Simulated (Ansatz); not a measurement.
`FC[C]1=[CH][AlH]1`. The species carries charge 0 and has multiplicity 1. All single points use the PBE0-D4/def2-TZVP geometry. It is one conformer, not always the lowest.

```xyz
9

F     1.483    0.721   -1.650
C     1.286    0.349   -0.331
C    -0.118   -0.009   -0.060
C    -0.711   -0.429    1.100
Al   -1.935   -0.324   -0.280
H     1.599    1.190    0.299
H     1.948   -0.501   -0.127
H    -0.239   -0.582    2.070
H    -3.313   -0.416   -1.021
```

(1) What is the dipole moment at ωB97M-V/def2-TZVPP? (An estimate is asked.)

(2) And with PBE, r2SCAN, B3LYP? (Estimate.)

(3) Give the Mulliken charges with ωB97M-V, r2SCAN, PBE in def2-TZVPP. (An estimate is asked.)

Results:

(1) Computed: 1.75 D, with components (-1.20, -0.53, 1.16) D in this frame, pointing from negative to positive charge.

(2) The calculation gave: PBE 1.55 D, r2SCAN 1.63 D, B3LYP 1.73 D.

(3) The calculation gave: 
| atom | ωB97M-V | r2SCAN | PBE |
| --- | --- | --- | --- |
| F1 | -0.24 | -0.25 | -0.21 |
| C2 | 0.07 | 0.16 | 0.09 |
| C3 | -0.15 | -0.17 | -0.11 |
| C4 | -0.28 | -0.26 | -0.21 |
| Al5 | 0.36 | 0.47 | 0.25 |
| H6 | 0.09 | 0.04 | 0.08 |
| H7 | 0.09 | 0.04 | 0.08 |
| H8 | 0.10 | 0.05 | 0.08 |
| H9 | -0.05 | -0.08 | -0.05 |

B3LYP here is the variant with VWN-RPA as its local correlation; programs differ in this.
